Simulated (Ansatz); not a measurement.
C4H8AlN, SMILES `C=C(C)[C](=N)[AlH2]`, relaxed with RKS PBE0-D4/def2-TZVP in Ansatz 0.2.0 from a PBE-D4/def2-SVP geometry. The force threshold is 0.005 eV/Å; the program also tests the step.

Total charge 0; spin multiplicity 1.

Start:

```xyz
14

C    -0.541   -1.771    1.030
C    -0.372   -0.716    0.202
C    -1.145   -0.549   -1.081
C     0.624    0.358    0.535
N     1.309    0.257    1.634
Al    0.991    1.973   -0.601
H    -1.266   -2.569    0.803
H     0.053   -1.840    1.954
H    -1.862   -1.377   -1.241
H    -1.717    0.405   -1.093
H    -0.468   -0.510   -1.963
H     1.959    1.059    1.741
H     2.134    2.883    0.067
H     0.302    2.399   -1.986
```

(1) How much energy does the relaxation release, and in how many steps? (Estimate.)

(2) Which bonds change most? (Estimate.)

(3) Give the relaxed structure. (Estimate.)

Results:

(1) Computed: 0.07 eV, in 6 steps, 1 of them rejected.

(2) The calculation gave: C4–Al6 from 2.008 to 1.987 Å; C1–C2 from 1.352 to 1.331 Å; C1–H7 from 1.102 to 1.084 Å; C1–H8 from 1.101 to 1.084 Å.

(3) Ansatz gave: 
```xyz
14

C    -0.540   -1.752    1.017
C    -0.369   -0.713    0.202
C    -1.139   -0.550   -1.071
C     0.618    0.357    0.522
N     1.300    0.269    1.603
Al    0.994    1.962   -0.588
H    -1.255   -2.535    0.791
H     0.040   -1.831    1.929
H    -1.835   -1.375   -1.224
H    -1.713    0.383   -1.074
H    -0.471   -0.504   -1.939
H     1.940    1.058    1.709
H     2.121    2.859    0.084
H     0.310    2.372   -1.961
```
